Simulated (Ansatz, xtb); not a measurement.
# A geometry optimisation of N2SSi with r2SCAN-D4/def2-SVP

The starting geometry of this gas-phase singlet was built from a drawn formula by distance geometry and a force field; its bonds are those of `N1=[Si]2SN12`.

```yaml
atoms:
  - { symbol: N, position_ang: [-1.6297, 1.8932, -3.4445] }
  - { symbol: N, position_ang: [-0.9716, 1.5568, -2.1622] }
  - { symbol: S, position_ang: [-1.8261, 2.4021, -1.0656] }
  - { symbol: Si, position_ang: [-2.4443, 0.8033, -2.3607] }
```

Predict what becomes of its bonds when it is optimised with r2SCAN-D4/def2-SVP.

It falls apart into SSi + N2. Distances that change by over a tenth: N1–N2 (1.48 → 1.10 Å). Contacts that open: N1–Si4 (1.74 → 3.61 Å), N2–S3 (1.63 → 4.38 Å), N2–Si4 (1.67 → 4.51 Å).

The energy falls by 6.75 eV over 32 steps:

```tsv
step	E − E(last) (eV)
1	6.749
4	4.015
8	2.383
11	0.430
15	0.014
18	0.006
22	0.001
25	0.000
29	0.000
32	0.000
```

Final geometry (Å):

```xyz
4

N    -0.8680    1.9650   -3.6647
N     0.0169    2.6168   -3.5751
S    -2.5570    1.5387   -0.1951
Si   -3.4637    0.5350   -1.5980
```

From the same start GFN2-xTB ends elsewhere, differing in N1–Si4 (1.74 against 3.61 Å here), N2–S3 (1.64 against 4.38 Å here).

The end wasn't checked by frequencies. Run with Ansatz 0.2.0, 38 s on 1 thread of Intel(R) Xeon(R) 6975P-C (Granite Rapids), on a shared host.
